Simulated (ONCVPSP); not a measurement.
## What one change does to a pseudopotential (gadolinium, ONCV)

gadolinium (Gd), optimised norm-conserving Vanderbilt (ONCV), made with ONCVPSP 4.0.1 (PBEsol, scalar-relativistic). Core [Kr] 4d10 4f7, reference 5s2 5p6 5d1 6s2. Waves: 5s+6s: rc 2.35 bohr, ncon 5, nbas 8, qcut 5.4 1/bohr, 2 projectors; 5p: rc 1.75 bohr, ncon 3, nbas 6, qcut 3.9 1/bohr, 2 projectors, debl 2.6 Ha; 5d: rc 2.50 bohr, ncon 4, nbas 8, qcut 4.4 1/bohr, 1 projector. Local part: polynomial inside 1.20 bohr (lpopt 5, dvloc0 0 Ha). Core correction: polynomial model core, fcfact 0.7.

All-electron outer shells of the reference configuration (PBEsol, scalar-relativistic, ld1.x):

```csv
shell,level (eV),outermost node (bohr),outermost maximum (bohr)
5s,-49.77,0.65,1.20
5p,-27.28,0.70,1.35
4f,-8.73,–,0.56
6s,-4.15,1.60,3.37
5d,-2.56,0.79,1.97
```

Change: d: qcut 3.1.

Cutoffs: the cutoffs (Ha) at which the residual kinetic energy of the hardest occupied pseudo-wave falls to 1 and 0.1 mHa per electron; they do not see the model core or the augmentation charge, which bear on the density cutoff. Errors are all-electron minus pseudo energies relative to the spin-unpolarised reference configuration.

How do hardness, ghosts and transferability respond?

The potential gets harder (18 Ha and 41 Ha → 23 Ha and 41 Ha); both files keep a bound ghost (s); the errors of the 3 common tests hardly move.

| quantity | base | changed |
| --- | --- | --- |
| cutoff, loose | 18 Ha | 23 Ha |
| cutoff, tight | 41 Ha | 41 Ha |
| loose cutoff by channel | s 11 Ha, p 18 Ha, d 7.7 Ha | s 11 Ha, p 18 Ha, d 23 Ha |
| bound ghosts | s | s |
| GHOST(+) flags under 300 eV | p at 159.2 eV | d at 157.4 eV, p at 159.2 eV |
| tests counted as reliable (solved cleanly; for ONCVPSP, near-neutral configurations with less than one 5d electron left out) | 3 of 4 | 3 of 4 |
| error for 5s2 5p6 5d1 6s1, meV [ΔE 6.67 eV] | -4.5 | -4.5 |
| error for 5s2 5p6 5d1 6s0, meV [ΔE 18.72 eV] | -26 | -27 |
| error for 5s2 5p6 5d1 6s0 6p2, meV [ΔE 5.92 eV] | -5.6 | -5.7 |
| s: phases at 2.38 bohr within 0.05 rad from the reference energy up to (Ha; the scan ends near 5) | to the end of the scan | to the end of the scan |
| p: phases at 1.78 bohr within 0.05 rad from the reference energy up to (Ha; the scan ends near 5) | 3.5 | 3.5 |
| d: phases at 2.55 bohr within 0.05 rad from the reference energy up to (Ha; the scan ends near 5) | 1.4 | 1.4 |
| rms error of d²Exc/dni dnj with the model core, mHa | 1.00 | 1.02 |

 A true bound ghost makes a file unfit for plane-wave use even where its test errors are small: the radial tests pick states by their node count and pass the ghost by.
